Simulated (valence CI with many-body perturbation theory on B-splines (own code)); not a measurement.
# Nb²⁶⁺: calculated level list

Level of theory: valence CI with perturbative core correlation (CI+MBPT): five valence electrons over a frozen Dirac-Fock core [Ne], radial functions for each j: 11 s, 11 p, 10 d, 8 f, 5 g, 2 h, with the one-electron correlation potential Σ1, the two-electron term Σ2, the three-electron term Σ3, Breit, model QED; selected CI, second order for the rest, scaled by the run's own slope (own B-spline code, finite nucleus).

No measured spectrum was set against this ion. As an estimate, large intervals hold to a few tenths of a per cent, small ones and those within an open d or f shell to about a per cent. Among the levels kept, up to 3700 cm⁻¹ of a level comes from second order outside the variational space, and about a tenth of that is noise between levels of different J, which matters for small intervals.

Levels 91 to 135 of 168, with energies above the lowest level, 3s2 3p3 4S°_3/2. "Leading %" is the weight of the configuration and term that name the level; weights of strongly mixed levels are sums over their largest components and can fall short, so below about 35 % the name and the second component can differ from the true leading terms, or belong to a minority configuration. In the jj column 3d3/2^4 stands for four electrons in 3d with j = 3/2.

```csv
No.,Configuration,Term,J,E (eV),Leading %,Leading jj,Second component,g
91,3s 3p3 3d,2P°,3/2,239.77,27,3s 3p1/2 3p3/2^2 3d5/2 (33 %),10 % 3p5 2P°,1.283
92,3s 3p3 3d,4D°,1/2,242.23,28,3s 3p3/2^3 3d3/2 (38 %),11 % 3s 3p3 3d 4P°,0.912
93,3s 3p3 3d,4D°,5/2,242.44,32,3s 3p1/2 3p3/2^2 3d5/2 (36 %),18 % 3s 3p3 3d 2F°,1.156
94,3s 3p3 3d,4D°,7/2,242.52,57,3s 3p1/2 3p3/2^2 3d5/2 (56 %),18 % 3s 3p3 3d 2F°,1.291
95,3s 3p3 3d,2D°,3/2,242.73,22,3s 3p1/2 3p3/2^2 3d3/2 (39 %),20 % 3s 3p3 3d 4D°,0.973
96,3s2 3p 3d2,4G°,7/2,243.63,43,3s^2 3p1/2 3d3/2 3d5/2 (30 %),14 % 3s 3p3 3d 2G°,1.060
97,3s2 3p 3d2,4G°,9/2,244.41,34,3s^2 3p1/2 3d3/2 3d5/2 (32 %),19 % 3s 3p3 3d 4F°,1.172
98,3s 3p3 3d,2P°,1/2,244.41,29,3s 3p1/2 3p3/2^2 3d5/2 (39 %),10 % 3s2 3p 3d2 4D°,1.018
99,3s 3p3 3d,4P°,5/2,244.89,13,3s 3p3/2^3 3d5/2 (42 %),10 % 3s2 3p 3d2 2D°,1.242
100,3s 3p3 3d,4D°,1/2,246.85,54,3s 3p1/2 3p3/2^2 3d3/2 (50 %),7 % 3s 3p3 3d 2P°,0.306
101,3s 3p3 3d,2D°,3/2,248.00,29,3s 3p1/2 3p3/2^2 3d5/2 (38 %),14 % 3s 3p3 3d 2P°,1.034
102,3s2 3p 3d2,2S°,1/2,248.30,25,3s^2 3p1/2 3d3/2^2 (48 %),15 % 3s2 3p 3d2 4D°,1.493
103,3s 3p3 3d,2F°,5/2,249.02,40,3s 3p1/2 3p3/2^2 3d5/2 (37 %),20 % 3s2 3p 3d2 2F°,0.880
104,3s 3p3 3d,4D°,3/2,249.03,23,3s^2 3p1/2 3d3/2 3d5/2 (44 %),14 % 3s2 3p 3d2 4D°,1.137
105,3s 3p3 3d,2D°,5/2,250.53,23,3s 3p1/2 3p3/2^2 3d3/2 (26 %),14 % 3s2 3p 3d2 2F°,1.166
106,3s2 3p 3d2,4G°,9/2,250.90,40,3s 3p3/2^3 3d5/2 (28 %),26 % 3s 3p3 3d 2G°,1.185
107,3s2 3p 3d2,4D°,1/2,252.09,45,3s^2 3p1/2 3d3/2 3d5/2 (41 %),21 % 3s 3p3 3d 2P°,0.555
108,3s 3p3 3d,2F°,7/2,252.48,22,3s 3p3/2^3 3d5/2 (43 %),18 % 3s2 3p 3d2 2F°,1.203
109,3s2 3p 3d2,4F°,3/2,252.63,15,3s^2 3p1/2 3d3/2^2 (23 %),14 % 3s2 3p 3d2 2P°,1.049
110,3s 3p3 3d,2F°,7/2,254.83,44,3s 3p3/2^3 3d3/2 (35 %),15 % 3s2 3p 3d2 2F°,1.156
111,3s 3p3 3d,2F°,5/2,254.83,30,3s 3p3/2^3 3d3/2 (20 %),25 % 3s 3p3 3d 2D°,1.057
112,3s2 3p 3d2,4D°,3/2,256.15,38,3s 3p1/2 3p3/2^2 3d5/2 (22 %),16 % 3s 3p3 3d 2P°,1.187
113,3s 3p3 3d,2D°,5/2,256.33,15,3s^2 3p3/2 3d3/2 3d5/2 (24 %),13 % 3s2 3p 3d2 4F°,1.144
114,3s2 3p 3d2,2H°,9/2,257.04,74,3s^2 3p1/2 3d3/2 3d5/2 (51 %),14 % 3s 3p3 3d 2G°,0.960
115,3s2 3p 3d2,4F°,3/2,257.33,35,3s^2 3p1/2 3d3/2^2 (24 %),11 % 3s 3p3 3d 2P°,0.826
116,3s2 3p 3d2,4D°,7/2,258.40,31,3s^2 3p1/2 3d5/2^2 (28 %),27 % 3s2 3p 3d2 4F°,1.272
117,3s2 3p 3d2,4F°,5/2,259.11,28,3s^2 3p1/2 3d3/2 3d5/2 (44 %),15 % 3s2 3p 3d2 2F°,1.036
118,3s2 3p 3d2,4P°,1/2,260.12,42,3s^2 3p3/2 3d3/2 3d5/2 (26 %),23 % 3s 3p3 3d 2S°,1.917
119,3s2 3p 3d2,4G°,11/2,260.32,93,3s^2 3p3/2 3d5/2^2 (66 %),4 % 3s 3p3 3d 4G°,1.268
120,3s2 3p 3d2,4D°,5/2,260.82,28,3s^2 3p1/2 3d5/2^2 (50 %),20 % 3s2 3p 3d2 2F°,1.156
121,3s 3p3 3d,2P°,3/2,260.97,30,3s 3p3/2^3 3d5/2 (42 %),21 % 3s2 3p 3d2 4P°,1.322
122,3s2 3p 3d2,4P°,3/2,261.87,32,3s^2 3p1/2 3d3/2 3d5/2 (34 %),18 % 3s 3p3 3d 2P°,1.420
123,3s2 3p 3d2,2F°,7/2,264.85,28,3s^2 3p1/2 3d3/2 3d5/2 (38 %),25 % 3s2 3p 3d2 2G°,1.019
124,3s 3p3 3d,2F°,7/2,265.74,31,3s^2 3p3/2 3d3/2 3d5/2 (34 %),14 % 3s2 3p 3d2 4F°,1.200
125,3s 3p3 3d,2D°,5/2,266.05,33,3s 3p3/2^3 3d5/2 (35 %),15 % 3s2 3p 3d2 4D°,1.215
126,3s2 3p 3d2,2D°,3/2,266.09,28,3s 3p1/2 3p3/2^2 3d5/2 (26 %),24 % 3s 3p3 3d 2D°,1.052
127,3s2 3p 3d2,2P°,1/2,267.40,30,3s 3p3/2^3 3d3/2 (25 %),26 % 3s 3p3 3d 2P°,0.778
128,3s2 3p 3d2,4F°,9/2,267.77,54,3s^2 3p3/2 3d3/2 3d5/2 (63 %),15 % 3s2 3p 3d2 4G°,1.247
129,3s 3p3 3d,2P°,1/2,270.90,38,3s^2 3p3/2 3d5/2^2 (28 %),17 % 3s2 3p 3d2 4D°,0.633
130,3s 3p3 3d,2P°,3/2,270.92,25,3s 3p3/2^3 3d3/2 (26 %),16 % 3s 3p3 3d 2D°,1.102
131,3s2 3p 3d2,2F°,7/2,271.27,22,3s^2 3p3/2 3d3/2 3d5/2 (48 %),22 % 3s2 3p 3d2 4F°,1.187
132,3s2 3p 3d2,4P°,5/2,272.18,21,3s^2 3p3/2 3d3/2 3d5/2 (35 %),20 % 3s2 3p 3d2 4D°,1.293
133,3s2 3p 3d2,2F°,7/2,273.90,32,3s^2 3p3/2 3d5/2^2 (35 %),24 % 3s2 3p 3d2 4D°,1.248
134,3s2 3p 3d2,4D°,5/2,274.32,24,3s^2 3p3/2 3d3/2 3d5/2 (38 %),15 % 3s2 3p 3d2 2D°,1.187
135,3s2 3p 3d2,2H°,11/2,275.18,97,3s^2 3p3/2 3d3/2 3d5/2 (69 %),,1.090
```

Names give the largest LS component (configuration and term), which can be under half, so a name can repeat, a term be missing and a line seem to break the LS rules; names also repeat where a configuration has a term twice.

Where two levels of one J and parity lie close, their mixing, g and order are uncertain.
